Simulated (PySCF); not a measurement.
F⁺ (fluorine, charge +1): UHF calculation

Configuration: [He] 2s2 2p4, high-spin 3P determinant. All numbers are calculated (PySCF 2.14, the non-relativistic Hamiltonian (point nucleus), in def2-SVP).

| Quantity | Value |
| --- | --- |
| Total energy | -98.704449 hartree |
| One-electron energy | -132.9522 hartree |
| Hartree (Coulomb) energy | 43.8853 hartree |
| Exchange energy | -9.6375 hartree |
| Kinetic energy | 98.80233 hartree |
| ⟨S²⟩ | 2.0044 |
| ⟨L²⟩ | 2.006 |
| Sum of ⟨r⟩ | 6.211 bohr |
| Sum of ⟨r²⟩ | 7.292 bohr² |
| Traceless quadrupole moment −½Σ⟨3z² − r²⟩ along its main axis | -0.553 e·bohr² |
| Density at the nucleus (Gaussians lack the cusp) | 407 bohr⁻³ |
| Spin density at the nucleus | 1.08 bohr⁻³ |
| Langevin diamagnetic susceptibility | -5.78 ×10⁻⁶ cm³/mol |
| Time after the integrals | 0.07 s of wall time on 1 thread of Neoverse-N1 (shared host) |

```csv
shell,electrons,mean orbital energy (hartree),spread (hartree),"rms radius, mean of both spins (bohr)"
1s α,1,-27.19734,0,0.204
1s β,1,-27.08622,0,0.204
2s α,1,-2.37479,0,1.07
2s β,1,-1.97295,0,1.07
2p α,3,-1.50357,0.11905,1.11
2p β,1,-1.31459,0,1.11
```
